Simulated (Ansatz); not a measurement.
## Worked example: ideal-gas entropy of SiHCl3 (SMILES Cl[SiH](Cl)Cl)

A singlet with charge 0, relaxed at PBE0-D4/def2-TZVP (Ansatz 0.2.0):

```xyz
5

Cl    1.6909   -0.5714    0.8919
Si   -0.0813   -0.0127    0.0754
Cl    0.0177    1.9337   -0.4913
Cl   -0.4760   -1.1705   -1.5442
H    -1.1513   -0.1791    1.0682
```

Harmonic wavenumbers in cm⁻¹: 172, 172, 250, 496, 604, 604, 800, 800, 2308.

Masses in u: Cl 35.45, Si 28.085, H 1.008. Take T = 298.15 K, p = 1 bar, R = 8.3145 J/(mol K), kT/hc = 207.22 cm⁻¹, rigid rotor and harmonic oscillator.

Compute the standard molar entropy.


1. Translation (Sackur–Tetrode): S = R[3/2 ln M + 5/2 ln T − 1.1517] with M = 135.443 gives 170.1 J/(mol K).
2. Rotation: principal moments 208.926, 208.940, 389.545 u Å² give A, B, C = 0.0807, 0.0807, 0.0433 cm⁻¹; the symmetry number is σ = 3; q = (√π/σ)√((kT/hc)³/ABC) = 104950; S = R(ln q + 3/2) = 108.6.
3. Vibration: with u = ν̃/207.22, each mode gives R[u/(eᵘ − 1) − ln(1 − e⁻ᵘ)]; the sum is 35.7, most from 172 cm⁻¹ (10.1), 172 cm⁻¹ (10.1), 250 cm⁻¹ (7.2).
4. Electronic: R ln 1 = 0.0, from the spin multiplicity alone.
5. Sum: 170.1 + 108.6 + 35.7 + 0.0 = 314.4 J/(mol K).

No measured value is set beside it here.
